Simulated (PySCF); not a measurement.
# NMR data sheet: C5H13P3

```
Formula                               : C5H13P3
SMILES                                : CP1CCP(P)CC1
Point group of the computed structure : Cs
Carbon signals                        : 3
Proton signals                        : 4
```

Molfile (atoms numbered from 1):
```
C5H13P3
     RDKit          3D

 21 21  0  0  0  0  0  0  0  0999 V2000
   -2.7250   -0.2520   -0.6095 C   0  0  0  0  0  0  0  0  0  0  0  0
   -1.5233    0.2306    0.7090 P   0  0  0  0  0  0  0  0  0  0  0  0
   -0.4471    1.3490   -0.3157 C   0  0  0  0  0  0  0  0  0  0  0  0
    0.8521    1.6755    0.4076 C   0  0  0  0  0  0  0  0  0  0  0  0
    2.0388    0.2632    0.6610 P   0  0  0  0  0  0  0  0  0  0  0  0
    2.1722   -0.4628   -1.3864 P   0  0  0  0  0  0  0  0  0  0  0  0
    0.8905   -1.0244    1.3610 C   0  0  0  0  0  0  0  0  0  0  0  0
   -0.4117   -1.2571    0.6069 C   0  0  0  0  0  0  0  0  0  0  0  0
   -2.2132   -0.5632   -1.5195 H   0  0  0  0  0  0  0  0  0  0  0  0
   -3.3438   -1.0687   -0.2416 H   0  0  0  0  0  0  0  0  0  0  0  0
   -3.3703    0.5978   -0.8261 H   0  0  0  0  0  0  0  0  0  0  0  0
   -0.2411    0.8813   -1.2857 H   0  0  0  0  0  0  0  0  0  0  0  0
   -1.0041    2.2754   -0.4915 H   0  0  0  0  0  0  0  0  0  0  0  0
    0.6357    2.0777    1.4029 H   0  0  0  0  0  0  0  0  0  0  0  0
    1.4093    2.4453   -0.1398 H   0  0  0  0  0  0  0  0  0  0  0  0
    3.1595   -1.3821   -1.0388 H   0  0  0  0  0  0  0  0  0  0  0  0
    3.1191    0.5052   -1.7122 H   0  0  0  0  0  0  0  0  0  0  0  0
    0.6777   -0.7186    2.3908 H   0  0  0  0  0  0  0  0  0  0  0  0
    1.4706   -1.9538    1.4107 H   0  0  0  0  0  0  0  0  0  0  0  0
   -0.2130   -1.4997   -0.4437 H   0  0  0  0  0  0  0  0  0  0  0  0
   -0.9417   -2.1018    1.0602 H   0  0  0  0  0  0  0  0  0  0  0  0
  1  2  1  0
  2  3  1  0
  3  4  1  0
  4  5  1  0
  5  6  1  0
  5  7  1  0
  7  8  1  0
  8  2  1  0
  1  9  1  0
  1 10  1  0
  1 11  1  0
  3 12  1  0
  3 13  1  0
  4 14  1  0
  4 15  1  0
  6 16  1  0
  6 17  1  0
  7 18  1  0
  7 19  1  0
  8 20  1  0
  8 21  1  0
M  END
```

[PySCF: GFN2-xTB structure; shieldings: GIAO PBE0/pcSseg-1; single conformer; no solvent; one averaged value for each set of equivalent atoms; non-relativistic]

Scale: 1H and 13C vs TMS; 31P against H3PO4 (reference shieldings calculated alike).

```tsv
carbon	δC, type	δH (multiplicity)	HMBC from (2–3 bonds)	span of the C tensor (ppm)
C1	17.8, CH3	1.12 (m)	H12/H13/H20/H21	30
C3/C8	27.1, CH2	2.05 (m)	H12/H13/H20/H21, H14/H15/H18/H19, H9/H10/H11	30
C4/C7	24.6, CH2	1.96 (m)	H12/H13/H20/H21, H14/H15/H18/H19, H16/H17	11
```

Other nuclei:
| atoms | nucleus | environment | δ (ppm) | σ (ppm) |
| --- | --- | --- | --- | --- |
| H16/H17 | 1H | hydrogen on a phosphorus bonded to P | 1.94 | 29.78 |
| P2 | 31P | phosphorus bonded to 3 C, in a 6-membered ring | -59.1 | 377.4 |
| P5 | 31P | phosphorus bonded to 2 C, P, in a 6-membered ring | -70.7 | 389.1 |
| P6 | 31P | phosphorus bonded to P, 2 H | -233.5 | 551.9 |

δC 27.1, 24.6: sp3 CH2 bonded to P. δC 17.8: methyl carbon bonded to P. δH 2.05, 1.96: hydrogen on an sp3 CH2 bonded to P. δH 1.94: hydrogen on a phosphorus bonded to P. δH 1.12: hydrogen on a methyl carbon bonded to P.

Splittings by 31P in the carbon and heteronuclear signals aren't shown, as no couplings were computed. Shifts are as computed. Against solution values, carbons near 30 ppm lie about +3 ppm off and those near 130 ppm about +5 ppm. Of 1211 compounds with measured shifts, 218 miss one by over three times the rms of a fit or turn the order of signals round; such compounds aren't used in these exercises. Experimental scales use liquid or dissolved standards, which lie at an offset from isolated H3PO4. Multiplicities follow the n + 1 count of equivalent neighbours, as no J values were calculated; m marks all less simple cases, F and P coupling included.
